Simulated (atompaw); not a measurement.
# LDA (PW92) PAW (atompaw) dataset for Te, scalar-relativistic all-electron reference.

- Element: Te (Z = 52)
- Generator: atompaw 4.2.0.5
- Type: PAW
- Functional: LDA (PW92)
- Relativity: scalar-relativistic
- Frozen core: [Kr] 4d10
- Valence charge: 6
- Reference configuration: 5s2 5p4
- Partial waves: 5s (bound): rc 1.75 bohr; 5s channel at 1.2 Ry: rc 1.75 bohr; 5p (bound): rc 2.35 bohr; 5p channel at 0.5 Ry: rc 2.35 bohr
- Local potential: troulliermartins scheme with l = 2 at 0 Ry, radius 1.55 bohr
- Core correction: smooth core density matched at 1.40 bohr
- Augmentation charge: besselshape compensation charge, radius 2.20 bohr; PAW radius 2.35 bohr; waves and projectors: modrrkj vanderbiltortho

All-electron outer shells of the reference configuration (LDA (PW92), scalar-relativistic, ld1.x):

```
shell  level (eV)  outermost node (bohr)  outermost maximum (bohr)
   4p     -114.20                   0.38                      0.74
   4d      -41.70                   0.36                      0.81
   5s      -15.36                   0.91                      1.77
   5p       -6.11                   1.00                      2.17
```

Q: Does the generator finish with these settings?

A: No. atompaw 4.2.0.5 stopped with "atompaw: The overlap operator has at least one negative eigenvalue!": the overlap operator built from these waves and projectors is not positive definite.
